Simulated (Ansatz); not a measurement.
Input and output for `ClC1(Br)O[SiH2]1`.

```yaml
crystal:
  periodic: [false, false, false]
  atoms:
    - {symbol: Cl, position_ang: [-0.382488, -1.581840, 1.654900]}
    - {symbol: C, position_ang: [-0.129768, -0.797239, 0.108325]}
    - {symbol: Br, position_ang: [-0.729336, -1.913031, -1.350358]}
    - {symbol: O, position_ang: [1.175357, -0.304409, -0.069447]}
    - {symbol: Si, position_ang: [0.093958, 0.990851, -0.086145]}
    - {symbol: H, position_ang: [0.145340, 1.885747, 1.085019]}
    - {symbol: H, position_ang: [-0.111862, 1.651920, -1.387994]}
basis:
  gaussian: {orbitals: def2-mTZVPP}
hamiltonian: {xc: {name: BHLYP}}
```

```sh
$ ansatz run in.yaml --threads 4 --pin off --events-out ev --progress --plain --max-ram 10444MiB
```

It prints (some lines left out):

```
Functional definition: BHLYP
1297 factors; integrals over basis functions are off by at most 1.1e-3 eV
mean field evaluation 1: about -93558.1014 eV, gradient 4.4e1 eV
mean field evaluation 2: about -93553.6113 eV, gradient 6.7e1 eV
mean field evaluation 4: about -93561.6051 eV, gradient 1.2e0 eV
mean field evaluation 8: about -93561.6095 eV, gradient 5.9e-2 eV
mean field -93561.60955964 eV, -3438.3257329799 hartree, gradient 5.0e-5 eV, S^2 0.000000; 0 other end points of the search recorded, 0 dependent functions left out
reference -93561.60973995 eV, -3438.3257396065 hartree; 41, 41 occupied and 102, 102 virtual orbitals, 1297 factors
Total energy: -93561.60973995 eV, -3438.3257396065 hartree
```

Run time 2 s (4 threads of an Intel Xeon Platinum 8175M on a shared host); peak host memory 0.38 GiB.
